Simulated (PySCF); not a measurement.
CdI₂, SMILES [I][Cd][I].

Geometry optimised at r2SCAN-D4/def2-SVP. The isomer is the one that the SMILES or the coordinates give; other isomers of the formula were not compared. The def2 effective core potentials stand for the cores of Cd, I; spin–orbit coupling is left out.

Method: TDA-ωB97X/def2-SVPD run with PySCF 2.14.0.

Vertical excitations; the highest root listed may be one member of a degenerate set. Isolated molecule, no solvent. State labels are in the subgroup D2h.

| state | symmetry | energy (eV) | λ (nm) | f | main pairs |
|---|---|---|---|---|---|
| S1 | B3g | 4.56 | 272 | 0.000 | HOMO→LUMO (degenerate set) |
| S2 | B2g | 4.56 | 272 | 0.000 | HOMO−1→LUMO (degenerate set) |
| S3 | B2u | 4.91 | 252 | 0.035 | HOMO−3→LUMO (degenerate set) |
| S4 | B3u | 4.91 | 252 | 0.035 | HOMO−2→LUMO (degenerate set) |
| S5 | B1u | 5.87 | 211 | 0.119 | HOMO−4→LUMO 53 %, HOMO→LUMO+1 22 %, HOMO−1→LUMO+2 22 % |
| S6 | Au | 6.05 | 205 | 0.000 | HOMO→LUMO+2 48 %, HOMO−1→LUMO+1 48 % |
| S7 | Au | 6.05 | 205 | 0.000 | HOMO−1→LUMO+1, HOMO→LUMO+2 (degenerate set) |
| S8 | B1u | 6.05 | 205 | 0.000 | HOMO−1→LUMO+2, HOMO→LUMO+1 (degenerate set) |
| S9 | B1g | 6.35 | 195 | 0.000 | HOMO−3→LUMO+2 48 %, HOMO−2→LUMO+1 48 % |
| S10 | B1g | 6.38 | 194 | 0.000 | HOMO−2→LUMO+1 48 %, HOMO−3→LUMO+2 48 % |
| T1 | B3g | 4.23 | 293 | 0 | HOMO→LUMO (degenerate set) |
| T2 | B2g | 4.23 | 293 | 0 | HOMO−1→LUMO (degenerate set) |
| T3 | B2u | 4.56 | 272 | 0 | HOMO−3→LUMO (degenerate set) |
| T4 | B3u | 4.56 | 272 | 0 | HOMO−2→LUMO (degenerate set) |
Triplets are in the Tamm–Dancoff approximation.
